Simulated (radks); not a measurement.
Problem. These are the eigenvalues of the occupied orbitals of an atom or ion with whole-number occupations (hartree). All-electron calculation, non-relativistic Kohn-Sham, PBEsol, spin-polarised, spherical densities, point nucleus. Program: a radial shooting solver on a logarithmic mesh with Libxc functionals.

| orbital | eigenvalue |
|---|---|
| 1s up | -276.7017 |
| 1s down | -276.6785 |
| 2s up | -33.07026 |
| 2s down | -33.00721 |
| 2p up | -28.81505 |
| 2p down | -28.76258 |
| 3s up | -4.34058 |
| 3p up | -3.06420 |
| 3p down | -2.92640 |
| 3d up | -0.96353 |
| 3d down | -0.84611 |
| 4f up | -0.09484 |

Which element is it, and in what charge state? The configuration may be excited. Open shells, if any, are filled with parallel spins first.

Solution. Z = 27, cobalt, charge +1: Co+ in [Ne] 3s1 3p6 3d8 4f1. The list shows which subshells hold electrons but not how many an open one holds; the 1s level, -276.7 hartree, gives Z - s = 23.5 by -(Z - s)^2/2, which with screening narrows Z to a few neighbours, and the depths of the outer levels then fix element, charge and occupations together.
